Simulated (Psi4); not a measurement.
S2 (SMILES S=S), triplet, at a GFN2-xTB geometry, with bond 1-2 at 1.3 times its length; TPSS/def2-SVP (Psi4 1.11).

Input for Psi4:
```
memory 2 GB

molecule {
0 3
  S     0.00000000    0.00000000   -1.52003355
  S     0.00000000    0.00000000    0.95002097
}

set basis def2-svp
set reference uks
set basis_guess sto-3g

energy('tpss')
print_variables()
```

Output, abridged:

```
  //>>>>>>>>>>>>>>>>>>>>>>>>>>>>>>>>>>>//
  //      Guess SCF, STO-3G Basis      //
  //<<<<<<<<<<<<<<<<<<<<<<<<<<<<<<<<<<<//

   => Loading Basis Set <=

    Name: STO-3G
    Role: ORBITAL
    Keyword: BASIS

         ---------------------------------------------------------
                           SCF Castup computation
         ---------------------------------------------------------
                                   SCF
               by Justin Turney, Rob Parrish, Andy Simmonett
                          and Daniel G. A. Smith
                              UKS Reference
         ---------------------------------------------------------

  ==> Geometry <==

    Molecular point group: d2h
    Full point group: D_inf_h

    Geometry (in Angstrom), charge = 0, multiplicity = 3:

       Center              X                  Y                   Z               Mass
    ------------   -----------------  -----------------  -----------------  -----------------
         S            0.000000000000     0.000000000000    -1.235027260000    31.972071174400
         S            0.000000000000     0.000000000000     1.235027260000    31.972071174400

  Running in d2h symmetry.

  Rotational constants: A = ************  B =      0.17284  C =      0.17284 [cm^-1]
  Rotational constants: A = ************  B =   5181.59357  C =   5181.59357 [MHz]
  Nuclear repulsion =   54.844686558384147

  Charge       = 0
  Multiplicity = 3
  Electrons    = 32
  Nalpha       = 17
  Nbeta        = 15

  ==> Algorithm <==

  SCF Algorithm Type is DF.
  DIIS enabled.
  MOM disabled.
  Fractional occupation disabled.
  Guess Type is SAD.
  Energy threshold   = 1.00e-06
  Density threshold  = 1.00e-06
  Integral threshold = 1.00e-12

  ==> Primary Basis <==

  Basis Set: STO-3G
    Blend: STO-3G
    Number of shells: 10
    Number of basis functions: 18
    Number of Cartesian functions: 18
    Spherical Harmonics?: true
    Max angular momentum: 1

  ==> DFT Potential <==

   => LibXC <=

    Version 7.1.2
    S. Lehtola, C. Steigemann, M. J. T. Oliveira, and M. A. L. Marques,  SoftwareX 7, 1–5 (2018) (10.1016/j.softx.2017.11.002)

   => Composite Functional: TPSS <=

    TPSS Meta-GGA XC Functional

    J. Tao, et al., Phys. Rev. Lett., 91, 146401, 2003

    Deriv               =              1
    GGA                 =           TRUE
    Meta                =           TRUE

    Exchange Hybrid     =          FALSE
    MP2 Hybrid          =          FALSE

   => Exchange Functionals <=

    1.0000   XC_MGGA_X_TPSS

   => Correlation Functionals <=

    1.0000   XC_MGGA_C_TPSS

   => LibXC Density Thresholds  <==

    XC_MGGA_C_TPSS:  1.00E-15
    XC_MGGA_X_TPSS:  1.00E-15

   => Molecular Quadrature <=

    Radial Scheme          =       TREUTLER
    Pruning Scheme         =           NONE
    Nuclear Scheme         =       TREUTLER

    Blocking Scheme        =         OCTREE
    BS radius alpha        =              1
    Pruning alpha          =              1
    Radial Points          =             75
    Spherical Points       =            302
    Total Points           =          38536
    Total Blocks           =            352
    Max Points             =            244
    Max Functions          =             17
    Weights Tolerance      =       1.00E-15

   => Loading Basis Set <=

    Name: (STO-3G AUX)
    Role: JKFIT
    Keyword: DF_BASIS_SCF

  ==> Integral Setup <==

  SCF_SUBTYPE=INCORE selected. In-core MEM_DF algorithm will be used.
  Using in-core AOs.

  ==> MemDFJK: Density-Fitted J/K Matrices <==

    J tasked:                   Yes
    K tasked:                    No
    wK tasked:                   No
    Algorithm:                 Core
    Schwarz Cutoff:           1E-12
    Mask sparsity (%):      10.4938
    Fitting Condition:        1E-10

   => Auxiliary Basis Set <=

  Basis Set: (STO-3G AUX)
    Blend: DEF2-UNIVERSAL-JKFIT
    Number of shells: 76
    Number of basis functions: 256
[...]
  @DF-UKS Final Energy:  -787.49026135775898
    Total Energy =                       -787.4902613577589818
[...]

  SCF Guess: Orbitals guess was supplied from a previous computation.

   -------------------------
    Irrep   Nso     Nmo
   -------------------------
     Ag         9       9
     B1g        1       1
     B2g        4       4
     B3g        4       4
     Au         1       1
     B1u        9       9
     B2u        4       4
     B3u        4       4
   -------------------------
    Total      36      36
   -------------------------

  ==> Iterations <==

                           Total Energy        Delta E     RMS |[F,P]|

   @DF-UKS iter   0:  -795.65361408937463   -7.95654e+02   7.47864e-02
   @DF-UKS iter   1:  -796.01850539412578   -3.64891e-01   2.74267e-02 DIIS/ADIIS
   @DF-UKS iter   2:  -796.07567497521200   -5.71696e-02   1.35095e-02 DIIS/ADIIS
   @DF-UKS iter   3:  -796.09711155003401   -2.14366e-02   1.01454e-03 DIIS/ADIIS
   @DF-UKS iter   4:  -796.09723357975474   -1.22030e-04   1.15873e-04 DIIS/ADIIS
   @DF-UKS iter   5:  -796.09723565447155   -2.07472e-06   6.83294e-06 DIIS
   @DF-UKS iter   6:  -796.09723566758976   -1.31182e-08   8.95585e-07 DIIS
  Energy and wave function converged.

  ==> Post-Iterations <==

   Electrons on quadrature grid:
      Nalpha   =   16.9999990146 ; deviation = -9.854e-07
      Nbeta    =   14.9999994646 ; deviation = -5.354e-07
      Ntotal   =   31.9999984791 ; deviation = -1.521e-06

   @Spin Contamination Metric:   2.018048929E-03
   @S^2 Expected:                2.000000000E+00
   @S^2 Observed:                2.002018049E+00
   @S   Expected:                1.000000000E+00
   @S   Observed:                1.000000000E+00

    Orbital Energies [Eh]
    ---------------------

    Alpha Occupied:

[...]
    Alpha Virtual:

[...]
       9B1u    1.072227

    Beta Occupied:

[...]
    Beta Virtual:

[...]
    Final Occupation by Irrep:
             Ag   B1g   B2g   B3g    Au   B1u   B2u   B3u
    DOCC [     5,    0,    1,    1,    0,    4,    2,    2 ]
    SOCC [     0,    0,    1,    1,    0,    0,    0,    0 ]
    NA   [     5,    0,    2,    2,    0,    4,    2,    2 ]
    NB   [     5,    0,    1,    1,    0,    4,    2,    2 ]

  @DF-UKS Final Energy:  -796.09723566758976

   => Energetics <=

    Nuclear Repulsion Energy =             54.8446865583841472
    One-Electron Energy =               -1207.9756835807252173
    Two-Electron Energy =                 408.2528174866882864
    DFT Exchange-Correlation Energy =     -51.2190561319369664
    Empirical Dispersion Energy =           0.0000000000000000
    VV10 Nonlocal Energy =                  0.0000000000000000
    Total Energy =                       -796.0972356675897572

  UHF NO Occupations:
  HONO-2 :    5 Ag 1.9996730
  HONO-1 :    2B3g 1.0000000
  HONO-0 :    2B2g 1.0000000
  LUNO+0 :    6 Ag 0.0003270
  LUNO+1 :    5B1u 0.0003089
  LUNO+2 :    3B3u 0.0001812
  LUNO+3 :    3B2u 0.0001812

Computation Completed

Properties will be evaluated at   0.000000,   0.000000,   0.000000 [a0]

Properties computed using the SCF density matrix

 Multipole Moments:

 ------------------------------------------------------------------------------------
     Multipole            Electronic (a.u.)      Nuclear  (a.u.)        Total (a.u.)
 ------------------------------------------------------------------------------------

 L = 1.  Multiply by 2.5417464519 to convert [e a0] to [Debye]
 Dipole X            :          0.0000000            0.0000000            0.0000000
 Dipole Y            :          0.0000000            0.0000000            0.0000000
 Dipole Z            :          0.0000000            0.0000000            0.0000000
 Magnitude           :                                                    0.0000000

 ------------------------------------------------------------------------------------

  Variable Map:
  ----------------------------------------------------------------------------
[...]
  Array Variable Map:
  ----------------------------------------------------------------------------
[...]
[...]
```
